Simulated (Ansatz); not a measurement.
Cost and result up the ladder for the cluster Li5 (5 atoms). Total charge 0; doublet. Geometry: PBE/def2-TZVP.

| atom | x (Å) | y (Å) | z (Å) |
| --- | --- | --- | --- |
| Li1 | -1.478 | 2.102 | 0.099 |
| Li2 | 1.501 | -2.084 | -0.123 |
| Li3 | 1.264 | 0.865 | 0.767 |
| Li4 | -0.358 | -0.159 | -1.681 |
| Li5 | -0.929 | -0.725 | 0.938 |

Ansatz on 4 threads of Intel Xeon Platinum 8488C on a shared host. Times are rough, and most runs start from the orbitals of an earlier one. ωB97X-V/def2-TZVP serves as the yardstick here, not as an exact answer. Differences are given only for rows in sets of like size (and for xTB, whose basis is part of the method), since another set adds its own error. Binding counts from free atoms at the same level (Li doublet; other spins of the atoms weren't run), without zero-point energy or a counterpoise term.

B3LYP takes the VWN-RPA correlation. HSE06 is defined as in plane-wave codes, on full-range PBE exchange. Correlated methods freeze no core orbitals; core or outer-core shells of Li are correlated, in sets that lack core-valence functions. The structure comes from a short search, and lower isomers may exist.

Run but left out: HF/6-31G, r2SCAN/def2-TZVP, r2SCAN/def2-TZVPD, LC-ωPBE/def2-TZVP, B2PLYP/def2-TZVP, MP2/def2-TZVP, CCSD(T)/def2-TZVPD, CCSD(T)/def2-TZVPP (⟨S²⟩ 0.96 to 1.74, where a pure state has 0.75).

Correlated methods converge slowly with the basis.

| level | functions | wall time | binding energy per atom (eV) | difference from ωB97X-V/def2-TZVP (eV) | remarks |
| --- | --- | --- | --- | --- | --- |
| PBE/def2-SVP | 45 | 0.65 s | 0.76 | – | spin-contaminated (⟨S²⟩ 0.96) |
| PBE0/def2-SVP | 45 | 0.8 s | 0.72 | – | spin-contaminated (⟨S²⟩ 1.03) |
| PBE/def2-TZVP | 70 | 0.85 s | 0.71 | 0.06 | spin-contaminated (⟨S²⟩ 0.92) |
| B3LYP/6-31G | 45 | 0.9 s | 0.64 | – | – |
| RPA@PBE/def2-TZVP | 70 | 1.2 s | 0.39 | -0.27 | spin-contaminated (⟨S²⟩ 0.92) |
| HSE06/def2-TZVP | 70 | 1.3 s | 0.69 | 0.04 | spin-contaminated (⟨S²⟩ 0.99) |
| PBE0/def2-TZVPD | 85 | 1.4 s | 0.69 | 0.03 | spin-contaminated (⟨S²⟩ 0.99) |
| PBE/def2-TZVPD | 85 | 1.4 s | 0.72 | 0.06 | spin-contaminated (⟨S²⟩ 0.92) |
| B3LYP/def2-TZVP | 70 | 2 s | 0.64 | -0.01 | – |
| PBE0/def2-TZVP | 70 | 2.9 s | 0.69 | 0.03 | spin-contaminated (⟨S²⟩ 0.99) |
| ωB97X-V/def2-TZVP (with forces) | 70 | 3.5 s | 0.66 | 0.00 | – |
